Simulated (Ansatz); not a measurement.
Stepwise reaction of `[OH][Al]([O][SiH3])[O][SiH3]` with water, as a gas-phase model of exchange steps in deposition or etching. ΔE in kJ/mol.

Computed with Ansatz on PBE0-D4/def2-TZVP structures; ΔE is electronic, products minus reactants. CBS: MP2 limit from def2 TZ/QZ plus the TZ coupled-cluster correction, frozen cores. This one scheme is used for every species. DFT in def2-TZVPP. B3LYP here is the variant with VWN-RPA as its local correlation; programs differ in this. Each species was taken in one conformer, which may not be the lowest.

```
step                                                                      reaction  PBE-D4  B3LYP-D4  ωB97M-V  CCSD(T)/CBS
   1  `[OH][Al]([O][SiH3])[O][SiH3]` + H₂O → `[OH][Al]([OH])[O][SiH3]` + `O[SiH3]`    18.6      24.4     21.4         25.8
```

Q: Give the row of step 2, `[OH][Al]([OH])[O][SiH3]` + H₂O → `[OH][Al]([OH])[OH]` + `O[SiH3]`. (An estimate is asked.)

A: Computed: 
```json
{"step": "2", "reaction": "`[OH][Al]([OH])[O][SiH3]` + H₂O → `[OH][Al]([OH])[OH]` + `O[SiH3]`", "PBE-D4": "18.7", "B3LYP-D4": "23.9", "ωB97M-V": "21.5", "CCSD(T)/CBS": "25.6"}
```

Q: By hand: ΔE of the 2 steps together at CCSD(T)/CBS.

A: (25.8) + (25.6) = 51.4 kJ/mol, or 25.7 kJ/mol a step.

In ΔE the steps differ by no more than 0.2 kJ/mol. All are uphill at CCSD(T)/CBS. PBE-D4 differs from CCSD(T)/CBS by -7.2 to -6.9 kJ/mol a step. Isolated molecules leave out the surface, adducts and barriers. Largest T1 diagnostic: 0.012.
